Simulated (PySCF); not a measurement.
`C12=CC=CC=C1N=CS2`, C$_{7}$H$_{5}$NS

Molfile (atoms numbered from 1):
```
C7H5NS
     RDKit          3D

 14 15  0  0  0  0  0  0  0  0999 V2000
   -1.6596    0.8970   -0.0444 C   0  0  0  0  0  0  0  0  0  0  0  0
   -1.8509   -0.4819    0.1782 C   0  0  0  0  0  0  0  0  0  0  0  0
   -0.7660   -1.3451    0.3254 C   0  0  0  0  0  0  0  0  0  0  0  0
    0.5233   -0.8026    0.2458 C   0  0  0  0  0  0  0  0  0  0  0  0
    2.0754   -1.5980    0.3853 S   0  0  0  0  0  0  0  0  0  0  0  0
    2.8421   -0.0292    0.1347 C   0  0  0  0  0  0  0  0  0  0  0  0
    2.0570    0.9789   -0.0340 N   0  0  0  0  0  0  0  0  0  0  0  0
    0.7312    0.5849    0.0217 C   0  0  0  0  0  0  0  0  0  0  0  0
   -0.3793    1.4356   -0.1236 C   0  0  0  0  0  0  0  0  0  0  0  0
   -2.5308    1.5496   -0.1559 H   0  0  0  0  0  0  0  0  0  0  0  0
   -2.8672   -0.8833    0.2372 H   0  0  0  0  0  0  0  0  0  0  0  0
   -0.9212   -2.4135    0.4982 H   0  0  0  0  0  0  0  0  0  0  0  0
    3.9347    0.0402    0.1300 H   0  0  0  0  0  0  0  0  0  0  0  0
   -0.2127    2.5019   -0.2959 H   0  0  0  0  0  0  0  0  0  0  0  0
  1  2  2  0
  2  3  1  0
  3  4  2  0
  4  5  1  0
  5  6  1  0
  6  7  2  0
  7  8  1  0
  8  9  2  0
  9  1  1  0
  8  4  1  0
  1 10  1  0
  2 11  1  0
  3 12  1  0
  6 13  1  0
  9 14  1  0
M  END
```

Computed with UKS B3LYP/def2-SV(P) four-point reorganisation energy, gas phase in PySCF. Geometry: B3LYP/def2-SV(P).

(1) What is the inner reorganisation energy for hole transfer, with the ionisation energy?

## Answers

(1) λ = 0.086 (surface of the oxidised species) + 0.130 (surface of the starting species) = 0.216 eV. The ionisation energy is 8.61 eV vertical and 8.53 eV adiabatic without zero-point energy; at the relaxed geometry of the oxidised species the two energies differ by 8.40 eV. Largest bond changes: C2–C3 1.394 → 1.441 Å, S5–C6 1.764 → 1.725 Å, N7–C8 1.384 → 1.350 Å, C6–N7 1.289 → 1.321 Å, C8–C9 1.406 → 1.430 Å. ⟨S²⟩ of the relaxed oxidised species 0.763.
